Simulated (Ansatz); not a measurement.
Reactions of C₂H₇FSeSi, SMILES `C[Si](C)(F)[SeH]`.

Gas-phase electronic energies from Ansatz, PBE0-D4/def2-TZVP geometries. CCSD(T)/CBS is the MP2 limit (def2-TZVPP, def2-QZVPP) plus CCSD(T) − MP2 in def2-TZVPP, frozen cores. This one scheme is used for every species, atoms too. DFT in def2-TZVPP. No spin–orbit coupling; open shells (•) take unrestricted orbitals. Spin–orbit coupling would lower the free atoms: a little for C, F, Si; clearly for Se. For Ga, Se outer-core shells are correlated without core-valence functions, so the limit isn't a true one: a few kJ/mol of doubt a bond, and 10 to 20 or more in all where bonds break to atoms. Scalar relativity is left out up to krypton. Each species was taken in one conformer, which may not be the lowest.

```json
{"reaction": "`C[Si](C)(F)[SeH]` + `[Cl][Al]([Cl])[SeH]` → `C[Si](C)([SeH])[SeH]` + `[F][Al]([Cl])[Cl]`", "HF/CBS(def2) (kJ/mol)": "29", "PBE-D4 (kJ/mol)": "14", "B2PLYP (kJ/mol)": "18", "PBE0-D4 (kJ/mol)": "16", "CCSD(T)/CBS(def2) (kJ/mol)": "14"}
{"reaction": "`C[Si](C)(F)[SeH]` + H₂Se → `C[Si](C)([SeH])[SeH]` + H–F", "HF/CBS(def2) (kJ/mol)": "103", "PBE-D4 (kJ/mol)": "61", "B2PLYP (kJ/mol)": "82", "PBE0-D4 (kJ/mol)": "62", "CCSD(T)/CBS(def2) (kJ/mol)": "66"}
{"reaction": "`C[Si](C)(F)[SeH]` → 2 C• + F• + 7 H• + Se• + Si•", "HF/CBS(def2) (kJ/mol)": "3343", "PBE-D4 (kJ/mol)": "4483", "B2PLYP (kJ/mol)": "4384", "PBE0-D4 (kJ/mol)": "4432", "CCSD(T)/CBS(def2) (kJ/mol)": "4453"}
{"reaction": "`C[Si](C)(F)[SeH]` + `[OH][GaH][SeH]` → `C[O][GaH][SeH]` + `C[SiH](F)[SeH]`", "HF/CBS(def2) (kJ/mol)": "93", "PBE-D4 (kJ/mol)": "105", "B2PLYP (kJ/mol)": "103", "PBE0-D4 (kJ/mol)": "108", "CCSD(T)/CBS(def2) (kJ/mol)": "110"}
```

Largest T1 diagnostic: 0.013, for `C[O][GaH][SeH]`.
